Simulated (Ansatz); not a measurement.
## A barrier at the coupled-cluster level

Start structure (SiN2H4F2, closed shell), relaxed at PBE0-D4/def2-TZVP:

```json
{"atom": "Si1", "x (Å)": "-0.0783", "y (Å)": "-0.1492", "z (Å)": "0.4860"}
{"atom": "N2", "x (Å)": "1.4277", "y (Å)": "-0.0617", "z (Å)": "-0.2623"}
{"atom": "N3", "x (Å)": "-1.2921", "y (Å)": "0.3219", "z (Å)": "-0.5819"}
{"atom": "H4", "x (Å)": "-1.3592", "y (Å)": "-0.0655", "z (Å)": "-1.5070"}
{"atom": "F5", "x (Å)": "-0.2881", "y (Å)": "0.7640", "z (Å)": "1.7722"}
{"atom": "F6", "x (Å)": "-0.1668", "y (Å)": "-1.6330", "z (Å)": "1.0541"}
{"atom": "H7", "x (Å)": "1.7257", "y (Å)": "0.7637", "z (Å)": "-0.7526"}
{"atom": "H8", "x (Å)": "2.1987", "y (Å)": "-0.6304", "z (Å)": "0.0433"}
{"atom": "H9", "x (Å)": "-2.1675", "y (Å)": "0.6903", "z (Å)": "-0.2517"}
```

The step: SiN₂H₄F₂ ([NH2][Si]([NH2])([F])[F]) → SiNHF₂ ([NH][Si]([F])[F]) + NH₃ (still joined by a long Si–N bond); bonds formed: N2–H4; bonds broken: N3–H4; bonds weakened to dative contacts: Si1–N2. Computed with Ansatz 0.2.0 (basis: def2-TZVPP and def2-QZVPP); correlated methods freeze the cores. Extrapolation: Hartree–Fock as exp(−7.88 √X), correlation as X^−2.97. Energies below are by CCSD(T) at an estimated basis limit (MP2 extrapolated from triple and quadruple zeta, plus CCSD(T) − MP2 in triple zeta).

Question: What are the electronic barrier and the energy of the step, from the start structure to the end structure? (To be estimated.)

Answer: The calculation gives: Barrier 56.09 kcal/mol; step energy 45.79 kcal/mol (uphill); reverse barrier, their difference, 10.29 kcal/mol. Barrier and step energy count from the start structure, the reverse barrier from the end structure.

The saddle point: One imaginary mode of 1305i cm⁻¹.
```
  pair  start (Å)  saddle (Å)  end (Å)
 N2–H4       3.05        1.21     1.02
Si1–N2       1.68        1.83     1.90
 N3–H4       1.01        1.46     2.39
```

Zero-point energy (harmonic, PBE0-D4): ZPE is 37.31 kcal/mol at the start and 35.14 kcal/mol at the saddle, so the barrier goes from 56.09 to 53.92 kcal/mol.

First-order rate constant out of the start structure at 698 K by transition-state theory, with harmonic vibrational free energies alone and no tunnelling: ΔA‡ = 56.02 kcal/mol, so k = (kB T/h) exp(−ΔA‡/kB T) ≈ 10^-4 s⁻¹ (an order of magnitude at best: rotation, the number of equivalent paths and anharmonicity are left out).

The T1 diagnostic stays at or below 0.013.

Labels in which every atom is bracketed show which atoms are joined, not bond orders.

For scale, one of the runs: CCSD(T)/def2-TZVPP, 222 basis functions, launched by `ansatz run in.yaml --threads 4 --pin off --events-out ev --progress --plain --max-ram 9574MiB`. The run took 110 s on 4 CPU threads of an Arm Neoverse V2 (shared host), with 3.7 GiB of host memory at its peak.
